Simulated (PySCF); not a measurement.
F₂H₅NSi₂. Atoms are numbered in the order given.

```xyz
10

Si     0.5336    -1.4658    -0.0898
F     -0.6600    -2.5908    -0.1303
N      0.0000     0.0000     0.6812
Si    -0.5336     1.4658    -0.0898
F      0.6600     2.5908    -0.1303
H      1.6533    -2.0744     0.6955
H      0.8919    -1.1317    -1.5025
H      0.0000     0.0000     1.7072
H     -1.6533     2.0744     0.6955
H     -0.8919     1.1317    -1.5025
```

Geometry: PBE-D3(BJ)/def2-SVP. The structure was generated by enumeration, and PubChem lists no compound with its InChIKey, so it may never have been made. One conformer was computed; it need not be the lowest.

Method: PySCF with PBE-D3(BJ)/def2-SVP.

Frequencies are harmonic and unscaled.

Computed normal modes with their intensities:
| mode | ν (cm⁻¹) | IR (km/mol) | moving atoms (share of kinetic energy) |
|---|---|---|---|
| 1 | 54 | 3.3 | F 62 %, Si 19 %, H 13 % |
| 2 | 54 | 1.8 | F 49 %, N 25 %, Si 15 %, H 12 % |
| 3 | 183 | 0.0 | Si 39 %, H 25 %, F 24 %, N 13 % |
| 4 | 238 | 3.0 | F 48 %, Si 27 %, N 13 %, H 11 % |
| 5 | 307 | 18.9 | H 35 %, F 24 %, N 23 %, Si 17 % |
| 6 | 441 | 84.2 | H 62 %, N 29 % |
| 7 | 579 | 22.2 | H 75 %, Si 19 % |
| 8 | 586 | 11.0 | Si 47 %, H 41 %, N 9 % |
| 9 | 735 | 83.8 | H 72 %, Si 13 %, N 9 % |
| 10 | 771 | 22.7 | H 94 % |
| 11 | 812 | 47.3 | H 55 %, N 23 %, Si 11 %, F 11 % |
| 12 | 833 | 56.8 | F 54 %, Si 21 %, H 21 % |
| 13 | 847 | 4.2 | F 39 %, H 36 %, Si 18 % |
| 14 | 882 | 293.1 | H 92 % |
| 15 | 912 | 33.8 | H 92 % |
| 16 | 928 | 126.1 | H 62 %, N 26 %, Si 11 % |
| 17 | 941 | 383.6 | H 49 %, Si 29 %, N 16 % |
| 18 | 953 | 32.8 | H 61 %, Si 30 %, F 8 % |
| 19 | 1162 | 251.4 | H 61 %, N 34 % |
| 20 | 2200 | 176.2 | H 98 % |
| 21 | 2203 | 8.0 | H 97 % |
| 22 | 2214 | 29.9 | H 96 % |
| 23 | 2222 | 196.3 | H 96 % |
| 24 | 3500 | 44.6 | H 93 % |
